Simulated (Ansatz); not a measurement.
Species: [Zr(Br)4] (charge 0, multiplicity 1).

Task: Give a relaxed geometry from PBE-D3(BJ)/def2-SVP (Ansatz, an electronic-structure program).

Result: the end point of this relaxation.
Cartesian coordinates (Å) in one orientation:
```xyz
5

Zr     0.000     0.000     0.000
Br    -2.189     1.165    -0.108
Br     1.588     1.346     1.352
Br     0.901    -0.283    -2.295
Br    -0.300    -2.228     1.051
```
